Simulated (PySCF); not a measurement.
Record of a relaxation.

Species: (SiH3)2PPF2, F2H6P2Si2.
Bonds: F1–P2, P2–F3, P2–P4, P4–Si5, P4–Si6. Hydrogens: H7, H8, H9 on Si5; H10, H11, H12 on Si6.

Computed by this run: PBE0-D3(BJ)/def2-SVP geometry optimisation, gas phase (PySCF 2.14.0); density fitting, grid level 1; the optimiser is geomeTRIC in internal coordinates, started from a GFN2-xTB structure. 11 of its 19 geometries are shown. The frame can shift and turn from step to step; on so coarse a grid that alone can change the energy by a few meV, and forces under 0.02 eV/Å are noise.

Step 0: E = -39831.8446 eV, largest atomic force 1.255 eV/Å
```
atom  x, y, z in Å  |  force x, y, z in eV/Å
F1     -0.906    2.795   -0.395   -0.339  -0.185  -0.026
P2      0.109    1.630   -0.874    0.075   1.106  -0.589
F3      1.438    2.517   -0.616    0.271  -0.276  -0.085
P4      0.138    0.440    0.936    0.097   0.211   0.710
Si5     1.670   -0.946    0.048   -0.416   0.033   0.181
Si6    -1.804   -0.540    0.371    0.436  -0.067   0.100
H7      1.352   -1.296   -1.341   -0.070  -0.147  -0.538
H8      1.646   -2.135    0.896    0.100  -0.550   0.296
H9      2.954   -0.252    0.113    0.500   0.217   0.042
H10    -1.899   -1.721    1.225   -0.168  -0.517   0.319
H11    -1.834   -0.922   -1.044   -0.064  -0.149  -0.539
H12    -2.862    0.428    0.656   -0.422   0.325   0.129
```

Step 2: E = -39832.0116 eV, largest atomic force 0.073 eV/Å
```
atom  x, y, z in Å  |  force x, y, z in eV/Å
F1     -0.917    2.922   -0.372    0.025  -0.024  -0.019
P2      0.128    1.823   -0.928    0.002   0.069   0.023
F3      1.503    2.608   -0.610   -0.021  -0.025  -0.015
P4      0.144    0.537    0.900   -0.007  -0.010  -0.001
Si5     1.616   -0.973    0.061    0.002   0.018   0.009
Si6    -1.762   -0.577    0.375    0.009   0.012   0.006
H7      1.301   -1.355   -1.351    0.006   0.003  -0.004
H8      1.563   -2.183    0.932   -0.016  -0.004   0.002
H9      2.972   -0.357    0.118    0.003  -0.021  -0.001
H10    -1.831   -1.785    1.248    0.012  -0.005   0.001
H11    -1.805   -0.992   -1.062   -0.006   0.005  -0.002
H12    -2.909    0.332    0.664   -0.008  -0.017   0.000
```

Step 4: E = -39832.0168 eV, largest atomic force 0.125 eV/Å
```
atom  x, y, z in Å  |  force x, y, z in eV/Å
F1     -0.862    2.988   -0.370   -0.028   0.067   0.028
P2      0.132    1.855   -0.940   -0.044  -0.114  -0.023
F3      1.539    2.586   -0.647    0.080   0.028   0.011
P4      0.136    0.565    0.889   -0.008   0.049  -0.025
Si5     1.590   -0.969    0.068    0.002  -0.037   0.002
Si6    -1.755   -0.579    0.376    0.003  -0.047  -0.002
H7      1.300   -1.329   -1.357    0.002   0.013   0.009
H8      1.454   -2.183    0.926    0.002   0.003  -0.019
H9      2.974   -0.423    0.166   -0.021   0.006   0.015
H10    -1.753   -1.803    1.231   -0.010   0.010  -0.015
H11    -1.813   -0.979   -1.066    0.001   0.013   0.011
H12    -2.939    0.268    0.699    0.022   0.008   0.008
```

Step 5: E = -39832.0152 eV, largest atomic force 0.289 eV/Å
```
atom  x, y, z in Å  |  force x, y, z in eV/Å
F1     -0.680    3.145   -0.354   -0.051   0.118   0.030
P2      0.139    1.903   -0.966   -0.126  -0.258  -0.030
F3      1.635    2.460   -0.755    0.148   0.065   0.025
P4      0.107    0.620    0.872   -0.020   0.097  -0.013
Si5     1.527   -0.960    0.087    0.035  -0.065  -0.017
Si6    -1.753   -0.582    0.379   -0.008  -0.093  -0.010
H7      1.318   -1.246   -1.368   -0.003   0.017   0.009
H8      1.224   -2.188    0.882    0.043  -0.005  -0.031
H9      2.941   -0.542    0.303   -0.020   0.037   0.030
H10    -1.625   -1.835    1.183   -0.048   0.019  -0.019
H11    -1.848   -0.933   -1.073    0.013   0.017   0.009
H12    -2.984    0.156    0.784    0.038   0.050   0.018
```

Step 7: E = -39832.0257 eV, largest atomic force 0.100 eV/Å
```
atom  x, y, z in Å  |  force x, y, z in eV/Å
F1     -0.750    3.073   -0.376   -0.009   0.038   0.004
P2      0.125    1.853   -0.961   -0.053  -0.084  -0.005
F3      1.598    2.473   -0.733    0.055   0.014   0.001
P4      0.111    0.590    0.887   -0.004   0.044  -0.009
Si5     1.564   -0.956    0.085    0.013  -0.016   0.003
Si6    -1.765   -0.581    0.383    0.002  -0.037   0.003
H7      1.339   -1.248   -1.366    0.000   0.012  -0.001
H8      1.341   -2.198    0.883    0.005  -0.006  -0.012
H9      2.957   -0.464    0.277   -0.006   0.012   0.017
H10    -1.711   -1.829    1.201   -0.015   0.000  -0.005
H11    -1.848   -0.938   -1.067    0.003   0.006  -0.001
H12    -2.961    0.224    0.762    0.009   0.018   0.006
```

Step 9: E = -39832.0342 eV, largest atomic force 0.031 eV/Å
```
atom  x, y, z in Å  |  force x, y, z in eV/Å
F1     -0.572    3.147   -0.458    0.009  -0.006   0.005
P2      0.086    1.781   -1.007    0.006   0.029  -0.007
F3      1.644    2.213   -0.912   -0.010  -0.006  -0.011
P4      0.057    0.616    0.902    0.000  -0.016   0.009
Si5     1.562   -0.900    0.130   -0.001   0.011  -0.001
Si6    -1.802   -0.592    0.413   -0.001   0.010   0.008
H7      1.487   -1.030   -1.360    0.000  -0.005   0.002
H8      1.242   -2.215    0.759   -0.002  -0.003   0.001
H9      2.928   -0.457    0.522    0.003   0.001   0.003
H10    -1.717   -1.870    1.177    0.002  -0.001   0.005
H11    -1.921   -0.882   -1.050    0.002  -0.011  -0.003
H12    -2.992    0.189    0.859   -0.008  -0.003  -0.011
```

Step 11: E = -39832.0363 eV, largest atomic force 0.077 eV/Å
```
atom  x, y, z in Å  |  force x, y, z in eV/Å
F1     -0.481    3.210   -0.402   -0.016   0.051   0.009
P2      0.071    1.823   -1.005   -0.050  -0.046   0.036
F3      1.652    2.170   -0.969    0.041  -0.017   0.003
P4      0.039    0.632    0.894   -0.006  -0.004  -0.019
Si5     1.545   -0.887    0.133    0.003  -0.015  -0.013
Si6    -1.804   -0.606    0.409    0.016  -0.028  -0.040
H7      1.495   -1.012   -1.358   -0.003   0.003   0.003
H8      1.195   -2.204    0.745    0.009   0.008   0.001
H9      2.911   -0.468    0.553   -0.013   0.006  -0.001
H10    -1.699   -1.861    1.210   -0.010   0.017   0.005
H11    -1.895   -0.949   -1.045    0.007   0.000   0.013
H12    -3.027    0.149    0.808    0.020   0.023   0.002
```

Step 13: E = -39832.0423 eV, largest atomic force 0.126 eV/Å
```
atom  x, y, z in Å  |  force x, y, z in eV/Å
F1     -0.417    3.267   -0.252   -0.030   0.048  -0.022
P2      0.020    1.886   -0.956   -0.089  -0.056   0.070
F3      1.613    2.156   -1.011    0.067  -0.027   0.009
P4      0.023    0.619    0.896   -0.002   0.007  -0.036
Si5     1.544   -0.873    0.117    0.022  -0.002  -0.009
Si6    -1.798   -0.639    0.385    0.023  -0.045  -0.040
H7      1.460   -1.039   -1.367   -0.001   0.014  -0.003
H8      1.240   -2.183    0.767    0.002   0.013   0.006
H9      2.908   -0.412    0.497   -0.009  -0.007  -0.004
H10    -1.765   -1.807    1.314   -0.016   0.017   0.002
H11    -1.787   -1.132   -1.029    0.009   0.008   0.015
H12    -3.039    0.157    0.612    0.025   0.029   0.011
```

Step 14: E = -39832.0468 eV, largest atomic force 0.039 eV/Å
```
atom  x, y, z in Å  |  force x, y, z in eV/Å
F1     -0.455    3.253   -0.230    0.014  -0.025  -0.020
P2     -0.020    1.867   -0.930   -0.031   0.018   0.017
F3      1.575    2.139   -1.011   -0.004   0.000   0.004
P4      0.022    0.596    0.912    0.015   0.008   0.008
Si5     1.566   -0.859    0.109    0.014   0.021  -0.002
Si6    -1.793   -0.655    0.382    0.005  -0.008  -0.003
H7      1.456   -1.030   -1.372    0.002   0.005  -0.004
H8      1.313   -2.173    0.772   -0.010   0.002   0.005
H9      2.921   -0.355    0.464    0.007  -0.013  -0.004
H10    -1.837   -1.781    1.358   -0.005  -0.002   0.005
H11    -1.740   -1.201   -1.010    0.000  -0.005  -0.002
H12    -3.008    0.198    0.530   -0.007   0.000  -0.003
```

Step 16: E = -39832.0478 eV, largest atomic force 0.051 eV/Å
```
atom  x, y, z in Å  |  force x, y, z in eV/Å
F1     -0.404    3.292   -0.145    0.006  -0.018  -0.001
P2     -0.125    1.885   -0.880    0.037   0.020  -0.029
F3      1.471    2.067   -1.112   -0.041   0.007  -0.009
P4      0.008    0.589    0.938    0.011   0.001   0.021
Si5     1.586   -0.810    0.100   -0.011   0.004  -0.001
Si6    -1.773   -0.703    0.385   -0.010   0.014   0.019
H7      1.466   -0.965   -1.382    0.003  -0.003   0.003
H8      1.354   -2.135    0.749    0.000   0.001   0.003
H9      2.937   -0.295    0.455    0.005   0.002   0.000
H10    -1.921   -1.732    1.454    0.003  -0.008   0.003
H11    -1.621   -1.376   -0.941    0.004  -0.005  -0.003
H12    -2.976    0.181    0.355   -0.007  -0.015  -0.004
```

Step 18: E = -39832.0481 eV, largest atomic force under 0.02 eV/Å
```
atom  x, y, z in Å  |  force x, y, z in eV/Å
F1     -0.361    3.315   -0.136   -0.005   0.015   0.004
P2     -0.149    1.903   -0.883   -0.007  -0.015   0.000
F3      1.439    2.047   -1.173    0.010  -0.008  -0.004
P4      0.001    0.606    0.937   -0.010   0.004  -0.010
Si5     1.579   -0.793    0.101   -0.001  -0.010   0.002
Si6    -1.764   -0.716    0.397    0.003  -0.004  -0.007
H7      1.464   -0.951   -1.381   -0.002  -0.002   0.002
H8      1.337   -2.117    0.750    0.005   0.004   0.003
H9      2.933   -0.288    0.461   -0.004   0.005  -0.002
H10    -1.901   -1.732    1.480    0.006   0.004   0.001
H11    -1.588   -1.411   -0.916    0.000   0.002   0.005
H12    -2.988    0.137    0.338    0.004   0.003   0.005
```

**Question.** Summarise the path.

**Answer.** The energy falls by 4.69 kcal/mol from step 0 to step 18; nine tenths of that is first reached at step 8. It rises by more than 0.2 meV at step 5. The largest force goes from 1.255 to under 0.02 eV/Å. Among the bonds P2–P4 changes most, from 2.167 to 2.240 Å; the atoms move by 0.441 Å rms after alignment.

**Question.** Follow the three bonds and two angles with the largest change from start to end.

**Answer.** 
| step | E above end (kcal/mol) | largest force (eV/Å) | P2–P4 (Å) | Si5–H8 (Å) | Si6–H12 (Å) | Si5–P4–Si6 (°) | P2–P4–Si5 (°) |
| --- | --- | --- | --- | --- | --- | --- | --- |
| 0 | 4.69 | 1.255 | 2.167 | 1.460 | 1.462 | 102.7 | 91.0 |
| 1 | 0.94 | 0.197 | 2.234 | 1.489 | 1.489 | 97.7 | 94.8 |
| 2 | 0.84 | 0.073 | 2.235 | 1.491 | 1.491 | 97.6 | 94.9 |
| 3 | 0.78 | 0.060 | 2.237 | 1.493 | 1.492 | 97.1 | 95.2 |
| 4 | 0.72 | 0.125 | 2.239 | 1.493 | 1.492 | 96.4 | 95.4 |
| 5 | 0.76 | 0.289 | 2.243 | 1.494 | 1.491 | 94.0 | 96.1 |
| 6 | 0.59 | 0.135 | 2.239 | 1.493 | 1.491 | 95.5 | 95.5 |
| 7 | 0.52 | 0.100 | 2.239 | 1.492 | 1.491 | 95.7 | 95.1 |
| 8 | 0.34 | 0.058 | 2.234 | 1.492 | 1.491 | 96.8 | 92.8 |
| 9 | 0.32 | 0.031 | 2.236 | 1.492 | 1.491 | 96.6 | 92.8 |
| 10 | 0.30 | 0.027 | 2.239 | 1.493 | 1.492 | 96.2 | 93.0 |
| 11 | 0.27 | 0.077 | 2.242 | 1.493 | 1.492 | 95.9 | 93.6 |
| 12 | 0.21 | 0.149 | 2.245 | 1.494 | 1.492 | 95.4 | 94.6 |
| 13 | 0.13 | 0.126 | 2.244 | 1.494 | 1.492 | 95.5 | 95.1 |
| 14 | 0.03 | 0.039 | 2.238 | 1.493 | 1.492 | 96.2 | 94.9 |
| 15 | 0.00 | 0.030 | 2.238 | 1.493 | 1.492 | 96.1 | 95.2 |
| 16 | 0.01 | 0.051 | 2.236 | 1.494 | 1.493 | 96.0 | 95.6 |
| 17 | 0.01 | 0.040 | 2.238 | 1.494 | 1.493 | 95.7 | 95.9 |
| 18 | 0.00 | under 0.02 | 2.240 | 1.494 | 1.493 | 95.4 | 96.0 |

What follows is the cost of the whole optimisation. Hardware: one thread, x86-64 server, on a shared host. Cost: 92 s of wall time.
